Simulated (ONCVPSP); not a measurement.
# Before and after: ONCV potential for carbon (C)

ONCVPSP 4.0.1 input, shortened (lines: element, Z, core and valence counts, functional; n l f; lmax; l rc ep ncon nbas qcut; lloc lpopt rc5 dvloc0; l nproj debl; icmod fcfact rcfact), PBE, scalar-relativistic:

```
  C 6.00    1    2        4      upf
    1    0    2.00
    2    0    2.00
    2    1    1.50
    1
    0    1.30    0.00    3    7    4.90
    1    1.65    0.00    4    9    7.30
    4    4    1.20    0.00
    0    1    3.60
    1    2    0.60
    3    3.25    1.55
```

Change: local potential polynomial inside 1.20 bohr (lpopt 4, dvloc0 6.5 Ha).

Cutoffs: the cutoffs (Ha) at which the residual kinetic energy of the hardest occupied pseudo-wave falls to 1 and 0.1 mHa per electron; they do not see the model core or the augmentation charge, which bear on the density cutoff. Errors are all-electron minus pseudo energies relative to the spin-unpolarised reference configuration.

Task: How do hardness, ghosts and transferability respond?

Result: The potential gets neither clearly harder nor softer (19 Ha and 77 Ha → 19 Ha and 77 Ha); the errors of the 4 common tests hardly move; the range in which the s phases agree widens (upper end 2.4 → 3.6); neither file shows a bound ghost.

```tsv
quantity	base	changed
cutoff, loose	19 Ha	19 Ha
cutoff, tight	77 Ha	77 Ha
bound ghosts	none	none
GHOST(+) flags under 300 eV	none	none
error for 2s2 2p2, meV [ΔE -3.96 eV]	+3.7	+3.5
error for 2s2 2p1, meV [ΔE 6.90 eV]	+9.1	+8.4
error for 2s2 2p0, meV [ΔE 31.05 eV]	+177	+164
error for 2s1 2p0, meV [ΔE 79.25 eV]	+351	+321
s: phases at 1.32 bohr within 0.05 rad from the reference energy up to (Ha; the scan ends near 5)	2.4	3.6
p: phases at 1.68 bohr within 0.05 rad from the reference energy up to (Ha; the scan ends near 5)	to the end of the scan	to the end of the scan
rms error of d²Exc/dni dnj with the model core, mHa	1.98	1.98
```
